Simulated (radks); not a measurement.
The numbers below are computed, except where a source is named.
Initial-state core-level shifts of the zinc ion Zn2+ when its valence configuration changes from [Ar] 3d10. Code: a radial shooting solver on a logarithmic mesh with Libxc functionals. Model: scalar-relativistic Kohn-Sham, PBE, spin-polarised, spherical densities, finite nucleus; open shells are filled with parallel spins first; Fermi nuclear charge, rms radius 3.9283 fm. Shifts are changes of the shell-averaged eigenvalues in eV (positive: less bound); the change of the density at the nucleus, which sets a Mossbauer isomer shift, is in e/bohr^3, on a base of 2.532e+04.

3d8 4p2: 1s -20.500; 2s -22.372; 2p -22.194; 3p -19.129; density at nucleus +6.755
3d9 4p1: 1s -9.797; 2s -10.618; 2p -10.536; 3p -9.321; density at nucleus +2.858
3d9.5 4s0.5: 1s -3.953; 2s -4.375; 2p -4.336; 3p -3.763; density at nucleus +8.704
3d8 4s2: 1s -17.656; 2s -19.608; 2p -19.439; 3p -16.308; density at nucleus +41.621
3d9 4s1: 1s -8.189; 2s -9.084; 2p -9.003; 3p -7.717; density at nucleus +18.646
3d9.5 4p0.5: 1s -4.777; 2s -5.157; 2p -5.118; 3p -4.586; density at nucleus +1.297
3d8 4s1 4p1: 1s -18.998; 2s -20.925; 2p -20.749; 3p -17.637; density at nucleus +24.840
3d8.5 4s0.5 4p1: 1s -14.269; 2s -15.620; 2p -15.492; 3p -13.405; density at nucleus +13.194
3d6 4s2 4p2: 1s -42.207; 2s -46.756; 2p -46.387; 3p -37.583; density at nucleus +61.973
